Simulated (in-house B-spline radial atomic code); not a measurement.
Inner-shell binding energies (edges) and X-ray emission energies of free atoms and ions, as differences of relaxed hole-state energies with first-order Breit, QED and recoil terms, without correlation or multiplet splittings, in NIST's listed ground configurations. For neutral atoms such line energies lie within some 1 to 5 eV of tabulated X-ray lines (up to 20 eV for the heaviest). K = 1s, L1 = 2s, M5 = 3d5/2. A dash marks a subshell that is part filled or wasn't run, or a line left out. Computed with a B-spline radial code for spherical atoms: Dirac-Hartree-Fock, average of the configuration, finite nuclei.

```tsv
ion	configuration	K edge (eV)	L1 edge (eV)	M5 edge (eV)
As	[Ar] 3d10 4s2 4p3	11874.8	1544.37	48.586
Se+	[Ar] 3d10 4s2 4p3	?	?	?
Br2+	[Ar] 3d10 4s2 4p3	13508.7	1823.08	102.62
Kr3+	[Ar] 3d10 4s2 4p3	?	?	?
Rb4+	[Ar] 3d10 4s2 4p3	15263.2	2134.36	171.19
Sr5+	[Ar] 3d10 4s2 4p3	16185.7	2301.94	210.55
Zr7+	[Ar] 3d10 4s2 4p3	18121.9	2660.83	299.03
```

(1) Fill in the row of Se+.

(2) Fill in the row of Kr3+.

Results:

(1) K edge (eV): 12676.6; L1 edge (eV): 1679.55; M5 edge (eV): 73.656.

(2) K edge (eV): 14370.9; L1 edge (eV): 1974.72; M5 edge (eV): 135.18.
